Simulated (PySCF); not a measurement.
B3LYP has the VWN-RPA correlation part, as in Gaussian. 

Cartesian coordinates (Å):
```xyz
7

Zn    -0.0010    -0.0009     0.0085
N     -0.4729    -1.7506    -0.2397
H     -1.2072    -2.0876     0.3986
H      0.3088    -2.4144    -0.1417
N      0.5855     1.7317    -0.0033
H      0.6033     2.1813     0.9228
H      0.0331     2.3573    -0.6072
```
Charge 0, multiplicity 1.

**Question.** Estimate the HOMO, charge on the central atom (meta-Löwdin), LUMO, dipole moment and charge on the central atom (Mulliken) that B3LYP-D3(BJ)/def2-TZVP // BP86-D3(BJ)/def2-SVP run with PySCF returns for this input.

**Answer.** 
```json
{
 "HOMO": "-6.63 eV",
 "charge on the central atom (meta-Löwdin)": "1.12 e",
 "LUMO": "-0.76 eV",
 "dipole_moment": "1.62 D",
 "charge on the central atom (Mulliken)": "0.45 e"
}
```
